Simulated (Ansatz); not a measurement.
`N[SiH]([SiH3])[SeH]` + `C[SiH2]O` → `C[SiH2]O[SiH3]` + `N[SiH2][SeH]`  (cleavage of the Si–Si bond)

Calculated with Ansatz (gas phase, PBE0-D4/def2-TZVP geometries, no zero-point term in ΔE). CCSD(T)/CBS adds triple-zeta CCSD(T) − MP2 to the extrapolated MP2 energy (def2 sets, frozen cores). This one scheme is used for every species. DFT in def2-TZVPP. HSE06 is defined as in plane-wave codes. For Se outer-core shells are correlated without core-valence functions, which leaves a few kJ/mol of doubt a bond. Scalar relativity is left out up to krypton. One conformer a species, not always the lowest.

```json
{"level": "BLYP-D4", "ΔE (kJ/mol)": "-104.4", "difference from CCSD(T)/CBS": "6.2"}
{"level": "HSE06-D4", "ΔE (kJ/mol)": "-92.8", "difference from CCSD(T)/CBS": "17.8"}
{"level": "BHLYP-D4", "ΔE (kJ/mol)": "-121.1", "difference from CCSD(T)/CBS": "-10.5"}
{"level": "ωB97X-V", "ΔE (kJ/mol)": "-108.7", "difference from CCSD(T)/CBS": "1.9"}
{"level": "PBE-QIDH", "ΔE (kJ/mol)": "-107.3", "difference from CCSD(T)/CBS": "3.3"}
{"level": "BLYP", "ΔE (kJ/mol)": "-109.0", "difference from CCSD(T)/CBS": "1.6"}
{"level": "HSE06", "ΔE (kJ/mol)": "-95.0", "difference from CCSD(T)/CBS": "15.6"}
{"level": "CAM-B3LYP", "ΔE (kJ/mol)": "-120.1", "difference from CCSD(T)/CBS": "-9.5"}
{"level": "LC-ωPBE", "ΔE (kJ/mol)": "-103.3", "difference from CCSD(T)/CBS": "7.3"}
{"level": "CCSD/CBS(def2)", "ΔE (kJ/mol)": "-114.8", "difference from CCSD(T)/CBS": "-4.2"}
{"level": "CCSD(T)/CBS", "ΔE (kJ/mol)": "-110.6", "difference from CCSD(T)/CBS": "0"}
```

Largest T1 diagnostic among the species: 0.011.

From r2SCAN to r2SCAN0 (25 % exact exchange), in def2-TZVPP and without D4, ΔE moves by −3.5 kJ/mol. The D4 term adds +4.1 kJ/mol with B3LYP and +2.2 kJ/mol with PBE0; it sums over pairs of atoms, weighted by their polarisabilities, and B3LYP, whose exchange is more repulsive, gets the larger term.

B3LYP here is the variant with VWN-RPA as its local correlation; programs differ in this.
